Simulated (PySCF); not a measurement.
Worked example: chemical shift, span and skew from a shielding tensor

B(OH)(NH2)2 (BH5N2O), SMILES NB(N)O. Atoms are numbered in the order given.

```xyz
9

B      0.0225     0.0078     0.0000
O      1.3967    -0.1373     0.0000
H      1.6772    -1.0541     0.0000
N     -0.4742     1.3364     0.0000
H      0.1566     2.1238     0.0000
H     -1.4510     1.5829     0.0000
N     -0.8515    -1.1194     0.0000
H     -1.8570    -1.0367     0.0000
H     -0.5323    -2.0762     0.0000
```

Geometry optimised at PBE0-D3(BJ)/def2-SVP. One conformer was computed; it need not be the lowest.

GIAO shieldings from PySCF with HF/pcSseg-1, non-relativistic, no solvent. The symmetric part of the tensor of N4 has the principal values 206.7, 215.8, 272.3 ppm. The same nucleus in NH3 has σ = 267.3 ppm at this level (PySCF, at its B3LYP-D3(BJ)/def2-TZVP geometry).

Problem. Work out the isotropic shielding, the ¹⁵N shift against NH3, the span and the skew.

Solution. 
σ(iso) = (σ11 + σ22 + σ33)/3 = 231.6 ppm. δ = σ(ref) − σ(iso) = 267.3 − (231.6) = 35.7 ppm.
Span Ω = σ33 − σ11 = 65.6 ppm. Skew κ = 3(σ(iso) − σ22)/Ω = 0.72. Tumbling in solution averages the tensor to δ; in a static solid the shielding alone would spread this spin-1/2 line over Ω.
